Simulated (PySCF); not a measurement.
# How methods differ on the ionisation energy of Re²⁺

Re²⁺ [Xe] 4f14 5d5 (6S) → Re³⁺ [Xe] 4f14 5d4 (5D), as a difference of total energies. Computed with PySCF 2.14 in ANO-RCC-VTZP (8s7p5d3f2g1h, 104 functions), with scalar relativity by spin-free X2C-1e. Correlated levels: valence: [Xe] 4f14 frozen. The calculations carry no spin-orbit coupling.

| method | ionisation energy (eV) |
| --- | --- |
| UHF | 27.234 |
| MP2 (valence) | 27.761 |
| SCS-MP2 (valence) | 27.410 |
| CCSD (valence) | 27.804 |
| CCSD(T) (valence) | 27.813 |

Problem. How much does correlation contribute at CCSD(T) (valence)?

Solution. 27.813 − (27.234) = 0.579 eV, measured against UHF.

A first-order spin-orbit estimate (lowest level to lowest level, LS coupling) adds -0.651 eV.

Errors of the correlated levels include the incompleteness of this basis and the frozen core.

For comparison: 27 ± 1.6 eV (theoretical estimate listed by NIST; NIST Atomic Spectra Database, ionization energies).
